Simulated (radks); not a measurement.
Values are calculated unless marked as measured or tabulated.
Species: Ag III. Configuration: [Kr] 4d9 (the NIST ground configuration). Level of theory: scalar-relativistic Kohn-Sham, PBE, spin-unpolarised, spherical densities, finite nucleus; Fermi nuclear charge, rms radius 4.5454 fm (a radial shooting solver on a logarithmic mesh with Libxc functionals).

Normalised radial functions P(r) = r R(r), r in bohr:

r,3s,4s
0.004566,0.3720,0.1619
0.005994,0.4453,0.1937
0.007805,0.5171,0.2249
0.01016,0.5800,0.2521
0.01323,0.6186,0.2686
0.01723,0.6109,0.2647
0.02262,0.5254,0.2267
0.02945,0.3390,0.1444
0.03835,0.0369,0.0116
0.04994,-0.3591,-0.1614
0.06502,-0.7654,-0.3361
0.08467,-1.0265,-0.4410
0.1111,-0.9404,-0.3832
0.1447,-0.3895,-0.1151
0.1884,0.5215,0.2957
0.2454,1.4238,0.6320
0.3195,1.8622,0.6175
0.416,1.6464,0.1367
0.5461,1.0037,-0.6158
0.711,0.4237,-1.1458
0.9259,0.1154,-1.1775
1.206,0.0185,-0.8130
1.57,0.0015,-0.3899
2.044,0.0001,-0.1269
2.683,0.0000,-0.0248
3.494,0.0000,-0.0028
4.549,0.0000,-0.0002

3s: eigenvalue -706.46 eV, 2 radial nodes at r = 0.0394, 0.163 bohr, <r> = 0.369 bohr, 90 % of the charge inside 0.543 bohr. 4s: eigenvalue -117.59 eV, 3 radial nodes at r = 0.0391, 0.157, 0.438 bohr, <r> = 0.910 bohr, 90 % of the charge inside 1.32 bohr.
